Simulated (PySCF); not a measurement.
# Frontier levels across methods

Compound: C₆H₇NO.
Z-matrix (Å and degrees, PBE0-D3(BJ)/def2-SVP geometry), rows numbered from 1:
```
C 
O   1  1.4017
C   2  1.3450  1  118.69
C   3  1.3999  2  117.13  1  -179.34
C   4  1.3861  3  118.74  2  -179.94
C   5  1.3980  4  118.81  3     0.01
N   6  1.3261  5  122.70  4    -0.05
C   7  1.3307  6  118.91  5     0.04
H   1  1.1041  2  111.85  3   -61.52
H   1  1.0972  2  106.61  3   179.59
H   1  1.1042  2  111.80  3    60.71
H   4  1.0921  3  118.91  2     0.09
H   5  1.0923  4  120.70  3  -179.98
H   6  1.0956  5  120.50  4   179.96
H   8  1.0944  3  120.87  2    -0.05
```

Basis pcSseg-1 throughout (PySCF), one geometry. One conformer (not necessarily the lowest) at the PBE0-D3(BJ)/def2-SVP geometry, without solvent, vibrations or thermal averaging.

**Question.** How do the orbital energies, the gap and the dipole change with the method?

**Answer.** 
```
  method                    kind  HOMO (eV)  LUMO (eV)  gap (eV)  μ (D)  SCF cycles
    OPBE                     GGA      -5.67      -1.54      4.13   1.99          16
     KT2                     GGA      -5.79      -1.61      4.18   1.94          16
     LDA                     LDA      -5.79      -1.89      3.90   2.06          15
   B97-2           global hybrid      -6.58      -0.79      5.79   1.90          14
   B3LYP           global hybrid      -6.60      -0.92      5.67   1.90          14
    PBE0           global hybrid      -6.82      -0.75      6.07   1.90          14
mPW1PW91           global hybrid      -6.85      -0.77      6.08   1.90          14
 wB97X-D  range-separated hybrid      -8.58       0.99      9.57   1.88          14
      HF            Hartree–Fock      -8.88       2.90     11.78   1.68          12
 LC-wPBE  range-separated hybrid      -9.27       1.37     10.64   1.85          15
```

The HOMO spans 3.60 eV, from OPBE down to LC-wPBE, and the gap runs from 3.90 eV (LDA) to 11.78 eV (HF). Over the methods OPBE (0 %), KT2 (0 %), LDA (0 %), B97-2 (21 %), B3LYP (20 %), PBE0 (25 %), mPW1PW91 (25 %), HF (100 %), a straight line through the gap against the share of exact exchange rises by 0.77 eV for each 10 % (correlation coefficient 0.999). The dipole ranges from 1.68 D (HF) to 2.06 D (LDA). This basis has no diffuse functions.

The vertical ΔSCF ionisation energy at CAM-B3LYP/def2-SVPD is 8.78 eV; −ε(HOMO) comes closest to it with HF (8.88 eV).
